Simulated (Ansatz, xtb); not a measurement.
Ranking isomers of BCuF2Si

5 gas-phase structures of BCuF2Si, found in a search over its isomers (lower ones may exist). Each was relaxed with GFN2-xTB:

A. `FB(F)[Si][Cu]`, a triplet
B. `FB(F)[Si][Cu]`, a singlet
C. a singlet given by its coordinates
D. `F[Si][B](F)[Cu]`, a singlet
E. `F[Si][B](F)[Cu]`, a triplet

C (Å):

```csv
atom,x (Å),y (Å),z (Å)
B,1.1703,0.1045,-0.3915
Cu,2.1399,0.1968,-4.1547
F,1.7064,-0.1613,0.7862
F,0.7338,2.2239,-2.1178
Si,1.6323,0.8010,-2.0572
```

Close contacts (Å): B1–F3 1.32, B1–Si5 1.86, Cu2–Si5 2.24, F4–Si5 1.68.

**Question.** Which do you expect lowest at r2SCAN-D4/def2-SVP//GFN2-xTB, and how would the others follow?

**Answer.** Calculated order at r2SCAN-D4/def2-SVP//GFN2-xTB: A (0.0), B (30.5), D (116.6), C (124.8), E (139.3) kJ/mol.

Energies above the lowest of each column, in kJ/mol (a dash: not run or not comparable):

```json
{"structure": "A", "GFN2-xTB": "–", "HF/STO-3G": "0.0", "r2SCAN-D4/def2-SVP//GFN2-xTB": "0.0"}
{"structure": "B", "GFN2-xTB": "0.0", "HF/STO-3G": "588.1", "r2SCAN-D4/def2-SVP//GFN2-xTB": "30.5"}
{"structure": "D", "GFN2-xTB": "65.4", "HF/STO-3G": "797.4", "r2SCAN-D4/def2-SVP//GFN2-xTB": "116.6"}
{"structure": "C", "GFN2-xTB": "59.3", "HF/STO-3G": "835.3", "r2SCAN-D4/def2-SVP//GFN2-xTB": "124.8"}
{"structure": "E", "GFN2-xTB": "–", "HF/STO-3G": "299.1", "r2SCAN-D4/def2-SVP//GFN2-xTB": "139.3"}
```

Every level run on A puts it lowest or level with the lowest. Flexible structures stand in one conformer each, not always the lowest. Frequencies (r2SCAN-D4/def2-SVP) were run for A alone. GFN2-xTB has no spin polarisation and isn't compared across spin states. Open shells are spin-unrestricted, some with notable spin contamination.

Programs: Ansatz 0.2.0, xtb 6.7.1.
